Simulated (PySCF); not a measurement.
C6H2F3PS.
SMILES with atom numbers: `[CH:1]#[C:2][c:3]1[p:4][c:5]([C:6]([F:7])([F:8])[F:9])[cH:10][s:11]1`

Probes without a nucleus sit at each ring's centroid and 1 Å off its mean plane on both sides; NICS is minus the shielding there, NICSzz its component along the normal. Level: GIAO PBE0/pcSseg-1 (PySCF, non-relativistic, gas phase) on the GFN2-xTB geometry, one conformer.

Ring bond lengths (Å), with Mayer bond orders in brackets: C3–P4 1.728 (1.35), P4–C5 1.773 (1.10), C5–C10 1.362 (1.51), C10–S11 1.702 (1.21), S11–C3 1.740 (1.17).

Q: What do the NICS probes read (ppm)?

A: 
```
            ring                                                     type  NICS(0)  NICS(1), two faces  NICS(1)zz, two faces  rms pucker (Å)  centre to ring atoms, mean (Å)
C3–P4–C5–C10–S11  5-membered ring with P and S; formal bonds all aromatic    -11.3       -10.8 / -10.9         -22.7 / -22.9            0.00                            1.40
```

Q: What do they say, and how far can they be read as aromaticity?

A: 
- C3–P4–C5–C10–S11: mean NICS(1)zz -22.8 ppm, shielded.

Q: How equal are the bonds by HOMA? HOMA takes Krygowski's 1993 parameters.

A: 
- C3–P4–C5–C10–S11: HOMA 0.72; the largest term is that of P4–C5, α(R − Ropt)² = 0.67.

Q: How shielded are the nuclei of the rings and their hydrogens (means over atoms taken as equivalent)?

A: 
| atoms | environment | σ isotropic (ppm) | principal values of the symmetric part, first atom (ppm) |
| --- | --- | --- | --- |
| C3 | substituted aromatic carbon | 15.9 | -125.1, 40.3, 132.5 |
| P4 | phosphorus bonded to 2 C | 51.2 | -303.1, 88.0, 368.6 |
| C5 | substituted aromatic carbon | 24.9 | -51.4, 15.1, 111.1 |
| C10 | aromatic CH next to a ring sulfur | 38.7 | -51.9, 29.1, 139.0 |
| S11 | thiophene-type sulfur | 119.4 | -83.5, 174.7, 267.0 |
| H on C10 | aromatic hydrogen | 23.40 | 19.9, 23.7, 26.5 |

Conformer computed: `[CH:1]#[C:2][c:3]1[p:4][c:5]([C:6]([F:7])([F:8])[F:9])[cH:10][s:11]1`: P4–C5–C6–F7 -111°.
